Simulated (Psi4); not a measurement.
silacyclobutane (C3H8Si), singlet, at a GFN2-xTB geometry; MP2/STO-3G run with Psi4.

Input for Psi4:
```
memory 2 GB

molecule {
0 1
  C     0.94016925    0.39805364    0.93756297
  C     0.99930330   -0.74626934   -0.09591889
  Si   -0.77881964   -0.36144439   -0.68319456
  C    -0.38448642    1.07057269    0.52035540
  H     1.79758492    1.06860867    0.88594702
  H     0.88094386    0.00849054    1.95305098
  H     1.76805182   -0.57948533   -0.84803349
  H     1.18886207   -1.72221791    0.34515954
  H    -1.81068026   -1.29894242   -0.23630310
  H    -0.96271943   -0.02265274   -2.09491916
  H    -0.22126520    2.03238174    0.03791393
  H    -1.06721963    1.23989694    1.34991129
}

set basis sto-3g
set freeze_core true
set mp2_type conv
set scf_type pk
set puream true
set d_convergence 1e-8

energy('mp2')
print_variables()
```

It wrote (shortened):

```
   => Loading Basis Set <=

    Name: STO-3G
    Role: ORBITAL
    Keyword: BASIS

         ---------------------------------------------------------
                                   SCF
               by Justin Turney, Rob Parrish, Andy Simmonett
                          and Daniel G. A. Smith
                              RHF Reference
         ---------------------------------------------------------

  ==> Geometry <==

    Molecular point group: c1
    Full point group: C1

    Geometry (in Angstrom), charge = 0, multiplicity = 1:

       Center              X                  Y                   Z               Mass
    ------------   -----------------  -----------------  -----------------  -----------------
         C            0.961591864327     0.407937910645     0.956525686318    12.000000000000
         C            1.020725914327    -0.736385069355    -0.076956173682    12.000000000000
         SI          -0.757397025673    -0.351560119355    -0.664231843682    27.976926534650
         C           -0.363063805673     1.080456960645     0.539318116318    12.000000000000
         H            1.819007534327     1.078492940645     0.904909736318     1.007825032230
         H            0.902366474327     0.018374810645     1.972013696318     1.007825032230
         H            1.789474434327    -0.569601059355    -0.829070773682     1.007825032230
         H            1.210284684327    -1.712333639355     0.364122256318     1.007825032230
         H           -1.789257645673    -1.289058149355    -0.217340383682     1.007825032230
         H           -0.941296815673    -0.012768469355    -2.075956443682     1.007825032230
         H           -0.199842585673     2.042266010645     0.056876646318     1.007825032230
         H           -1.045797015673     1.249781210645     1.368874006318     1.007825032230

  Running in c1 symmetry.

  Rotational constants: A =      0.30819  B =      0.19816  C =      0.13577 [cm^-1]
  Rotational constants: A =   9239.33084  B =   5940.76030  C =   4070.29804 [MHz]
  Nuclear repulsion =  167.706756560569147

  Charge       = 0
  Multiplicity = 1
  Electrons    = 40
  Nalpha       = 20
  Nbeta        = 20

  ==> Algorithm <==

  SCF Algorithm Type is PK.
  DIIS enabled.
  MOM disabled.
  Fractional occupation disabled.
  Guess Type is SAD.
  Energy threshold   = 1.00e-08
  Density threshold  = 1.00e-08
  Integral threshold = 1.00e-12

  ==> Primary Basis <==

  Basis Set: STO-3G
    Blend: STO-3G
    Number of shells: 22
    Number of basis functions: 32
    Number of Cartesian functions: 32
    Spherical Harmonics?: true
    Max angular momentum: 1

  ==> Integral Setup <==

  Using in-core PK algorithm.
   Calculation information:
      Number of atoms:                  12
      Number of AO shells:              22
      Number of primitives:             66
      Number of atomic orbitals:        32
      Number of basis functions:        32

      Integral cutoff                 1.00e-12
      Number of threads:                 1

  Performing in-core PK
  Using 279312 doubles for integral storage.
  We computed 30630 shell quartets total.
  Whereas there are 32131 unique shell quartets.

  ==> DiskJK: Disk-Based J/K Matrices <==

    J tasked:                  Yes
    K tasked:                  Yes
    wK tasked:                  No
    Schwarz Cutoff:          1E-12

  Minimum eigenvalue in the overlap matrix is 2.0387198588E-01.
  Reciprocal condition number of the overlap matrix is 7.8915141526E-02.
    Using symmetric orthogonalization.

  ==> Pre-Iterations <==

  SCF Guess: Superposition of Atomic Densities via on-the-fly atomic UHF (no occupation information).

   -------------------------
    Irrep   Nso     Nmo
   -------------------------
     A         32      32
   -------------------------
    Total      32      32
   -------------------------

  ==> Iterations <==

                        Total Energy        Delta E     RMS |[F,P]|

   @RHF iter SAD:  -398.76532223664339   -3.98765e+02   0.00000e+00
   @RHF iter   1:  -402.47105607932639   -3.70573e+00   3.21283e-03 DIIS/ADIIS
   @RHF iter   2:  -402.47979994893058   -8.74387e-03   7.40907e-04 DIIS/ADIIS
   @RHF iter   3:  -402.48031520507953   -5.15256e-04   1.84295e-04 DIIS/ADIIS
   @RHF iter   4:  -402.48035073161407   -3.55265e-05   2.80692e-05 DIIS
   @RHF iter   5:  -402.48035162005078   -8.88437e-07   6.52899e-06 DIIS
   @RHF iter   6:  -402.48035168102956   -6.09788e-08   1.17020e-06 DIIS
   @RHF iter   7:  -402.48035168271701   -1.68745e-09   2.20028e-07 DIIS
   @RHF iter   8:  -402.48035168277011   -5.30918e-11   1.98449e-08 DIIS
   @RHF iter   9:  -402.48035168277056   -4.54747e-13   2.33722e-09 DIIS
  Energy and wave function converged.

  ==> Post-Iterations <==

    Orbital Energies [Eh]
    ---------------------

    Doubly Occupied:

[...]
    Virtual:

[...]
    Final Occupation by Irrep:
              A
    DOCC [    20 ]
    NA   [    20 ]
    NB   [    20 ]

  @RHF Final Energy:  -402.48035168277056

   => Energetics <=

    Nuclear Repulsion Energy =            167.7067565605691470
    One-Electron Energy =                -889.0261125496384693
    Two-Electron Energy =                 318.8390043062987615
    Total Energy =                       -402.4803516827705607

Computation Completed

Properties will be evaluated at   0.000000,   0.000000,   0.000000 [a0]

Properties computed using the SCF density matrix

 Multipole Moments:

 ------------------------------------------------------------------------------------
     Multipole            Electronic (a.u.)      Nuclear  (a.u.)        Total (a.u.)
 ------------------------------------------------------------------------------------

 L = 1.  Multiply by 2.5417464519 to convert [e a0] to [Debye]
 Dipole X            :         -1.8423211            1.6193149           -0.2230062
 Dipole Y            :         -0.8476356            0.7471425           -0.1004930
[...]
  DIE_IF_NOT_CONVERGED          => (empty)
[...]
  FREEZE_CORE_POLICY            => (empty)
  FROZEN_DOCC                   => (empty)
  FROZEN_UOCC                   => (empty)
  INTEGRAL_PACKAGE              => (empty)
  IP_POLES                      => (empty)
  LEVEL_SHIFT                   => (empty)
  LITERAL_CFOUR                 => (empty)
  LS_THC_BASIS_TOLERANCE        => (empty)
  LS_THC_DF                     => (empty)
  LS_THC_PRUNING_SCHEME         => (empty)
  LS_THC_RADIAL_POINTS          => (empty)
  LS_THC_SPHERICAL_POINTS       => (empty)
  LS_THC_S_EPSILON              => (empty)
  LS_THC_WEIGHTS_TOLERANCE      => (empty)
  MAT_NUM_COLUMN_PRINT          => (empty)
  MAX_MOGRAD_CONVERGENCE        => (empty)
  MAX_RADIAL_MOMENT             => (empty)
  MBIS_D_CONVERGENCE            => (empty)
  MBIS_MAXITER                  => (empty)
  MBIS_PRUNING_SCHEME           => (empty)
  MBIS_RADIAL_POINTS            => (empty)
  MBIS_SPHERICAL_POINTS         => (empty)
  MOGRAD_DAMPING                => (empty)
  MOLDEN_WITH_VIRTUAL           => (empty)
  MO_MAXITER                    => (empty)
  MO_READ                       => (empty)
  MO_STEP_MAX                   => (empty)
  MO_WRITE                      => (empty)
  MP2_OS_SCALE                  => (empty)
  MP2_SOS_SCALE                 => (empty)
  MP2_SOS_SCALE2                => (empty)
  MP2_SS_SCALE                  => (empty)
  MP2_TYPE                      => CONV            !
  MP_TYPE                       => (empty)
  NAT_ORBS                      => (empty)
  NUM_FROZEN_DOCC               => (empty)
  NUM_FROZEN_UOCC               => (empty)
  NUM_GPUS                      => (empty)
  OCC_ORBS_PRINT                => (empty)
  OEPROP                        => (empty)
  OPT_METHOD                    => (empty)
  ORBITAL_OPTIMIZER_PACKAGE     => (empty)
  ORB_OPT                       => FALSE           !
  ORB_RESP_SOLVER               => (empty)
  ORTH_TYPE                     => (empty)
  OS_SCALE                      => (empty)
  PARENT_SYMMETRY               => (empty)
  PCG_BETA_TYPE                 => (empty)
  PCG_CONVERGENCE               => (empty)
  PCG_MAXITER                   => (empty)
  PCM                           => (empty)
  PE                            => (empty)
  PRINT                         => (empty)
  PRINT_NOONS                   => (empty)
  PROPERTIES                    => (empty)
  PROPERTIES_ORIGIN             => (empty)
  PUREAM                        => TRUE            !
  QC_MODULE                     => (empty)
  RAS1                          => (empty)
  RAS2                          => (empty)
  RAS3                          => (empty)
  RAS4                          => (empty)
  RELATIVISTIC                  => (empty)
  RELAXED                       => (empty)
  REMP_A                        => (empty)
  RESTRICTED_DOCC               => (empty)
  RESTRICTED_UOCC               => (empty)
  RMS_MOGRAD_CONVERGENCE        => (empty)
  R_CONVERGENCE                 => (empty)
  SCF_TYPE                      => PK              !
  SCREENING                     => (empty)
  SCS_TYPE                      => (empty)
  SOCC                          => (empty)
  SOS_TYPE                      => (empty)
  SPIN_SCALE_TYPE               => NONE            !
  SS_SCALE                      => (empty)
  SYMMETRIZE                    => (empty)
  TPDM_ABCD_TYPE                => (empty)
  WFN                           => (empty)
  WFN_TYPE                      => OMP2            !
  WRITER_FILE_LABEL             => (empty)
  ZORA_BASIS_TOLERANCE          => (empty)
  ZORA_NR_DEBUG                 => (empty)
  ZORA_PRUNING_SCHEME           => (empty)
  ZORA_RADIAL_POINTS            => (empty)
  ZORA_SPHERICAL_POINTS         => (empty)

 ==============================================================================
 ==============================================================================
 ==============================================================================

                             MP2
                    Program Written by Ugur Bozkaya,
              Additional Contributions by J. P. Misiewicz

 ==============================================================================
 ==============================================================================
 ==============================================================================

	MO spaces per irreps...

	IRREP   FC    OCC   VIR  FV
	==============================
	   A     8    12    12    0
	==============================

	Cost of iabc is      0 MB
	Cost of abcd is      0 MB
	Switching to the incore algorithm for iabc..
	Switching to the incore algorithm for abcd..

	Computing MP2 energy using SCF MOs (Canonical MP2)...
	==============================================================================
	Nuclear Repulsion Energy (a.u.)    :   167.70675656056915
	SCF Energy (a.u.)                  :  -402.48035168277056
	REF Energy (a.u.)                  :  -402.48035168277056
	Alpha-Alpha Contribution (a.u.)    :    -0.01033803503706
	Alpha-Beta Contribution (a.u.)     :    -0.17497016740005
	Beta-Beta Contribution (a.u.)      :    -0.01033803503706
	Scaled_SS Correlation Energy (a.u.):    -0.00689202335804
	Scaled_OS Correlation Energy (a.u.):    -0.20996420088005
	SCS-MP2 Total Energy (a.u.)        :  -402.69720790700870
	SOS-MP2 Total Energy (a.u.)        :  -402.69031588365061
	SCSN-MP2 Total Energy (a.u.)       :  -402.51674156610102
	SCS-MP2-VDW Total Energy (a.u.)    :  -402.71465153207970
	SOS-PI-MP2 Total Energy (a.u.)     :  -402.72530991713063
	MP2 Correlation Energy (a.u.)      :    -0.19564623747417
	MP2 Total Energy (a.u.)            :  -402.67599792024475
	==============================================================================

  Variable Map:
  ----------------------------------------------------------------------------
[...]
  Array Variable Map:
  ----------------------------------------------------------------------------
[...]
[...]
```
